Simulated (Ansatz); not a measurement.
Members of the series X–O+ and X–S+; each row names its spin state. Gas-phase values, no solvent. Strings in code marks are SMILES.

Quantity: adiabatic spin-state energy, in kcal/mol. The DFT solution of `O[S+]`, `N[S+]` and `[S+]S` is unstable or spin-contaminated; the geometry comes from it. HF references are unrestricted for open shells and restricted for singlets. The restricted reference of `[O+]S`, `O[S+]`, `N[S+]` and `[S+]S` is unstable towards unrestricted orbitals.

Level 1: composite: frozen-core CCSD(T) with HF/cc-pV5Z and the correlation energy extrapolated as X^-3 from cc-pVQZ and cc-pV5Z, plus CCSDT(Q) minus CCSD(T) in cc-pVDZ // B3LYP-D3(BJ)/def2-TZVP (Ansatz, an electronic-structure program)
Level 2: composite: frozen-core CCSD(T) with HF/cc-pVQZ and the correlation energy extrapolated as X^-3 from cc-pVTZ and cc-pVQZ, plus CCSDT(Q) minus CCSD(T) in cc-pVDZ // B3LYP-D3(BJ)/def2-TZVP (Ansatz)
Level 3: frozen-core CCSDT(Q)/6-31g // B3LYP-D3(BJ)/def2-TZVP (Ansatz)
Level 4: PBE/cc-pVTZ // B3LYP-D3(BJ)/def2-TZVP (Ansatz)

```
species                                       level 1  level 2  level 3  level 4
--------------------------------------------  -------  -------  -------  -------
`O[S+]`: multiplicity 3 minus multiplicity 1    -12.5    -12.3    -17.9    -17.7
`N[S+]`: multiplicity 3 minus multiplicity 1     14.7     14.7        ?        ?
`[O+]S`: multiplicity 3 minus multiplicity 1     28.4     27.5     3.32     18.9
`[S+]S`: multiplicity 3 minus multiplicity 1     8.90        ?    -5.61        ?
```

Problem. Complete the blanks.

Solution. 
- `N[S+]`: multiplicity 3 minus multiplicity 1, level 3: 9.43
- `N[S+]`: multiplicity 3 minus multiplicity 1, level 4: 9.76
- `[S+]S`: multiplicity 3 minus multiplicity 1, level 2: 8.52
- `[S+]S`: multiplicity 3 minus multiplicity 1, level 4: 3.28
